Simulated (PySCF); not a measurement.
**Ionisation energy of Zn²⁰⁺ by level of theory**

Zn²⁰⁺ [Ne] → Zn²¹⁺ [He] 2s2 2p5 [2p1/2^2 2p3/2^3, M_J = 3/2], as a difference of total energies. Calculation: PySCF 2.14, in an uncontracted even-tempered set (18 s from 5.1 bohr⁻², ratio 2.4; 12 p from 6.6 bohr⁻², ratio 2.4; 5 d from 30 bohr⁻², ratio 2.6; 5 f from 45 bohr⁻², ratio 2.6); the two-component X2C-1e Hamiltonian. Correlated levels: nothing frozen; the 34 highest virtual spinors dropped. "Screened" scales the spin-orbit matrix elements by Boettger's factors to mimic the two-electron term; Breit and QED terms are absent.

| method | ionisation energy (eV) |
| --- | --- |
| GHF (spin-free) | 1852.8 |
| GMP2 (spin-free) | 1854.3 |
| GHF (screened spin-orbit) | 1844.7 |
| GMP2 (screened spin-orbit) | 1846.1 |

For comparison: 1846.8 ± 1 eV (semi-empirical (NIST evaluation); NIST Atomic Spectra Database, ionization energies).
